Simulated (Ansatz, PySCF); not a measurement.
BiI2, SMILES [I][Bi][I], multiplicity 2. Atoms are numbered in the order given.

```xyz
3

Bi     0.0000     0.0000    -0.9916
I      0.0000    -2.1659     0.7903
I      0.0000     2.1659     0.7903
```
Charge 0, spin multiplicity 2.

Geometry: PBE0-D3(BJ)/def2-SVP. The spin state was assumed, not searched. The isomer is the one that the SMILES or the coordinates give; other isomers of the formula were not compared. The def2 effective core potentials stand for the cores of Bi, I; spin–orbit coupling is left out.

Two levels are set side by side: PBE-D3(BJ)/def2-SVP (Ansatz, a quantum-chemistry and plane-wave program) and PBE0-D3(BJ)/def2-SVP (Ansatz). Each level has its own optimised geometry; the coordinates shown are those of the second. Frequencies come from the Hessian of PySCF at each geometry. Differences are taken from unrounded values.

```
quantity                            PBE0-D3(BJ)  PBE-D3(BJ)  PBE-D3(BJ) minus PBE0-D3(BJ)
----------------------------------  -----------  ----------  ----------------------------
mean bond length (Å)                      2.805       2.831                         0.027
bond Bi1–I2 (Å)                           2.805       2.831                         0.027
bond Bi1–I3 (Å)                           2.805       2.831                         0.027
highest harmonic wavenumber (cm⁻¹)          176         168                            -9
mean harmonic wavenumber (cm⁻¹)             134         127                            -7
zero-point energy (kcal/mol)               0.57        0.54                         -0.03
```

GGA bonds tend to be longer and softer than those of functionals with exact exchange. Differences between two approximate levels are no errors against the true value.
